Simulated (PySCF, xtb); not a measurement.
(1Z,3Z)-1,4-dichlorobuta-1,3-diene (C4H4Cl2), SMILES Cl/C=C\C=C/Cl. The values are those of a single conformer.

Harmonic wavenumbers (cm⁻¹) from GFN2-xTB (xtb 6.7.1) at its own minimum, in rising order: 52, 129, 165, 282, 464, 470, 647, 725, 728, 755, 807, 854, 904, 1076, 1164, 1232, 1239, 1312, 1616, 1622, 3071, 3079, 3088, 3092.

Q: What does PBE-D3(BJ)/def2-SVP (PySCF 2.14.0) give at its own minimum? (An estimate is asked for; the answer gives what the named calculation found.)

A: 63, 130, 173, 301, 497, 505, 667, 697, 732, 756, 774, 902, 932, 1063, 1148, 1208, 1260, 1338, 1581, 1644, 3105, 3113, 3152, 3152. Paired by order, the mean absolute difference is 26 cm⁻¹ and the zero-point energies are 40.8 and 41.3 kcal/mol.
